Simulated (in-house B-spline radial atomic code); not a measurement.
Neutral germanium is squeezed into an impenetrable sphere of radius R (the orbitals vanish at R). Level of theory: scalar-relativistic (X2C) Hartree-Fock, spin-polarised, averaged over the determinants with the given up and down occupations, Fermi nucleus of rms radius 4.0742 fm; calculated with a radial B-spline atomic code at the basis-set limit.

Energies in eV above the free atom in [Ar] 3d10 4s2 4p2:

| R (bohr) | highest level (eV) | [Ar] 3d10 4s2 4p2 | [Ne] 3s2 3p5 3d10 4s2 4p2 4f1 | [Ar] 3d10 4s2 4p1 4d1 |
| --- | --- | --- | --- | --- |
| 7.63 | -7.68 | 0.1117 | 139.1 | 8.045 |
| 5.85 | -7.02 | 0.9666 | 144.8 | 11.04 |
| 5.01 | -5.92 | 2.743 | 150.4 | 14.68 |
| 4.1 | -2.85 | 8.884 | 163.2 | 24.21 |
| 3.61 | 0.712 | 17.28 | 177.2 | 35.51 |
| 3.19 | 6.09 | 31.47 | 198.5 | 53.21 |
| 2.42 | 30.6 | 107.7 | 298.4 | 139.6 |
| 2.33 | 36.1 | 126.6 | 321.5 | 160 |
| 1.63 | 142 | 551 | 804.5 | 594.8 |
| 1.34 | 276 | 1197 | 1502 | 1235 |

Question: Does [Ne] 3s2 3p5 3d10 4s2 4p2 4f1 fall below [Ar] 3d10 4s2 4p2 under compression?

Answer: No, it stays above over the whole range.

Question: Does [Ar] 3d10 4s2 4p1 4d1 fall below [Ar] 3d10 4s2 4p2 under compression?

Answer: No, it stays above over the whole range.

The highest level is first positive in the row R = 3.61 bohr, pushed up by confinement above the zero of the free ion's potential. Each configuration is held fixed and needn't be the lowest in the sphere.
